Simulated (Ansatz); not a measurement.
Stretching the B1–H2 bond in BBrH2 (SMILES BBr) (multiplicity 1 held, fragments rigid). Energies count from the point at 1.183 Å.
Geometry at that point (charge 0, multiplicity 1):
```xyz
4

B     -0.849    -1.291     0.211
H     -0.472    -2.074     1.015
H     -1.826    -1.421    -0.443
Br     0.187     0.284    -0.047
```

Signs of static correlation in cc-pVTZ, with CASSCF(2,2), from Ansatz (a quantum-chemistry and plane-wave program) runs.

```tsv
R (Å)	T1 of restricted CCSD	⟨S²⟩ of UHF	largest double amplitude of restricted CCSD	weight of the CASSCF reference in MRCISD	CASSCF natural occupations
0.947	0.014	0.000	0.036	0.905	1.99 0.01
1.065	0.014	0.000	0.036	0.905	1.99 0.01
1.183	0.014	0.000	0.036	0.905	1.98 0.02
1.302	0.014	0.000	0.036	0.905	1.98 0.02
1.420	0.014	0.000	0.036	0.904	1.97 0.03
1.598	0.015	0.000	0.036	0.904	1.95 0.05
1.775	0.016	0.000	0.073	0.904	1.92 0.08
2.071	0.020	___	0.167	0.904	1.85 0.15
2.367	0.028	0.761	0.271	0.904	1.74 0.26
2.722	0.042	0.912	0.405	0.904	1.56 0.44
3.195	___	0.979	0.590	0.904	1.33 0.67
3.787	0.084	1.000	0.777	0.905	1.15 0.85
```

Task: Some entries are withheld; supply them.

Result: 
- 2.071, ⟨S²⟩ of UHF: 0.456
- 3.195, T1 of restricted CCSD: 0.063

Doubts at one or more of the structures used: a restricted determinant that unrestricted orbitals would lower (R-CCSD(T)/cc-pVTZ); other coupled-cluster roots lie near (R-CCSD(T)/cc-pVTZ); T1 above 0.05 (R-CCSD(T)/cc-pVTZ, U-CCSD(T)/cc-pVTZ); a spin-contaminated determinant (U-CCSD(T)/cc-pVTZ).
